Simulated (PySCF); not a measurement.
# How methods differ on the ionisation energy of Sm⁺

Sm⁺ [Xe] 4f6 6s1 (8F) → Sm²⁺ [Xe] 4f6 (7F), as a difference of total energies. Computed with PySCF 2.14 in ANO-RCC-VTZP (8s7p5d3f2g1h, 104 functions), with scalar relativity by spin-free X2C-1e. The calculations carry no spin-orbit coupling.

| method | ionisation energy (eV) |
| --- | --- |
| UHF | 10.309 |
| r2SCAN0 | 11.044 |
| B97-3 | 10.888 |

The reference lies between the lowest fine-structure levels, while these numbers refer to the centres of the terms.

For comparison: 11.078 ± 0.02 eV (semi-empirical (NIST evaluation); NIST Atomic Spectra Database, ionization energies).
